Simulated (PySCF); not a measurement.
**Shapes and spin states of CoBr₂**

Method: PySCF, PBE0, basis Co def2-SVP, Br def2-SVP (no relativity, density fitting).

Relaxations began from a few typed shapes and spin states; open shells are unrestricted. The search is not exhaustive: other isomers or separated fragments can lie lower, and high-lying points may rest on an excited occupation.

Question: Which is the lowest minimum found?
A. broken-symmetry Ms = 1/2 (⟨S²⟩ 1.75) D∞h: Co–Br 2.228 Å (×2); Br–Co–Br 180.0°
B. broken-symmetry Ms = 1/2 (⟨S²⟩ 1.72) D∞h: Co–Br 2.257 Å (×2); Br–Co–Br 180.0°
C. quartet D∞h: Co–Br 2.239 Å (×2); Br–Co–Br 180.0°

Answer: C. The others lie at 103.8 (broken-symmetry Ms = 1/2 D∞h), 127.0 (broken-symmetry Ms = 1/2 D∞h) kJ/mol above it.

Formally Co is in oxidation state +2, d7, with 3 unpaired electrons (the high-spin count). The Mulliken spin on Co is 2.76. The polar-tensor charge on Co, 1.14, is far below the formal one.

For the lowest minimum: open d and f shells are described by one determinant, and the ground state may have another occupation or spin.

The electron or spin density has lower symmetry than the nuclear frame for the broken-symmetry Ms = 1/2 (⟨S²⟩ 1.75) D∞h at 103.8 kJ/mol, broken-symmetry Ms = 1/2 (⟨S²⟩ 1.72) D∞h at 127.0 kJ/mol.
